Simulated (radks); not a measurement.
Values are calculated unless marked as measured or tabulated.
Valence configurations of Cd (all share [Kr]). Level of theory: Dirac Kohn-Sham, PBE, spin-unpolarised, spherical densities, finite nucleus; open shells fill j = l - 1/2 first; Fermi nuclear charge, rms radius 4.6087 fm (a radial shooting solver on a logarithmic mesh with Libxc functionals). Energies are relative to 4d10 5s2; eigenvalues in eV.

| valence | E (eV) | e(4d3/2) | e(4d5/2) | e(5p1/2) | e(5p3/2) | e(5s1/2) |
|---|---|---|---|---|---|---|
| 4d10 5s2 | 0.000 | -12.153 | -11.456 | - | - | -5.660 |
| 4d10 5s1 5p1 | 4.517 | -13.936 | -13.235 | -2.149 | - | -6.825 |
| 4d8 5s2 5p2 | 28.281 | -22.683 | -21.890 | -3.778 | - | -9.780 |
| 4d6 5s2 5p4 | 73.664 | -33.258 | -32.368 | -6.046 | -5.458 | -13.384 |
| 4d5 5s2 5p5 | 102.70 | -38.531 | -37.592 | -7.121 | -6.431 | -15.050 |
| 4d10 5p2 | 9.323 | -15.437 | -14.730 | -2.824 | - | - |
| 4d9 5s1 5p2 | 17.518 | -18.951 | -18.202 | -3.282 | - | -8.756 |
| 4d7 5s2 5p3 | 48.868 | -27.981 | -27.140 | -4.938 | -4.453 | -11.639 |
| 4d9.5 5s1 5p1.5 | 10.538 | -16.455 | -15.730 | -2.731 | - | -7.821 |
| 4d9.5 5p2.5 | 15.887 | -17.932 | -17.202 | -3.391 | -3.096 | - |

NIST lists [Kr] 4d10 5s2 as the ground configuration; this level of theory agrees among the configurations tried. The energies are those of spherical spin-averaged densities, not of single terms.
